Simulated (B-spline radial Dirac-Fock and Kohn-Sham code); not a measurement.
Elastic and transport cross sections of strontium for electrons

Calculated with a B-spline atomic structure program, using relativistic (Dirac) partial waves in the static field of the Dirac-Fock atom with Furness-McCarthy exchange, without polarisation or absorption potentials. σ_tr1 and σ_tr2 weight the cross section with 1 − P₁ and 1 − P₂ of cos θ; "backward" is the share scattered beyond 90°.

```
energy (eV)  σ (a₀²)  σ_tr1 (a₀²)  σ_tr2 (a₀²)  σ/σ_tr1  backward (%)
        502     15.5         3.25         2.80     4.77           9.1
        552     14.7         2.96         2.56     4.97           8.6
        636     13.6         2.56         2.25     5.31           7.8
        938     10.9         1.65         1.62     6.57           6.0
       1000     10.5         1.53         1.54     6.84           5.8
       1230     9.25         1.19         1.29     7.80           5.0
       1350     8.75         1.05         1.19     8.30           4.7
       1380     8.63         1.02         1.17     8.42           4.6
       1500     8.21        0.920         1.09     8.92           4.3
       2000     6.87        0.627        0.832     11.0           3.3
       3000        ?            ?            ?        ?             ?
       3310     4.99        0.309        0.487     16.2           2.0
       4040     4.38        0.231        0.386     19.0           1.6
       4320     4.19        0.209        0.356     20.0           1.4
       4650     3.99        0.188        0.325     21.3           1.3
       4820     3.89        0.178        0.311     21.9           1.3
       5000     3.80        0.168        0.297     22.6           1.2
       6000     3.36        0.128        0.235     26.3          0.96
       6430     3.20        0.115        0.215     27.9          0.88
```

Q: Fill in the row for 3 keV.

A: σ = 5.32 a₀², σ_tr1 = 0.356 a₀², σ_tr2 = 0.544 a₀², σ/σ_tr1 = 14.9, backward 2.2 %. The ratio σ/σ_tr1 is roughly the number of elastic collisions that randomise the direction.
